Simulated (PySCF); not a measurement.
**Cu²⁺: excitation energy**

Cu²⁺ [Ar] 3d9 (2D) → Cu²⁺ [Ar] 3d8 4s1 (4F), as a difference of total energies. All numbers are calculated (PySCF 2.14, the non-relativistic Hamiltonian (point nucleus), in dyall-av2z). Correlated levels: valence: [Ar] frozen; virtual orbitals above 40 to 60 times the deepest correlated orbital energy dropped. The calculations carry no spin-orbit coupling.

```json
{"method": "UHF", "excitation energy (eV)": "6.485"}
{"method": "MP2 (valence)", "excitation energy (eV)": "8.317"}
{"method": "SCS-MP2 (valence)", "excitation energy (eV)": "8.249"}
{"method": "CCSD (valence)", "excitation energy (eV)": "7.894"}
{"method": "CCSD(T) (valence)", "excitation energy (eV)": "7.954"}
```

Question: How much does correlation contribute at CCSD(T) (valence)?

Answer: 7.954 − (6.485) = 1.469 eV, measured against UHF.

A first-order spin-orbit estimate (lowest level to lowest level, LS coupling) adds -0.064 eV.
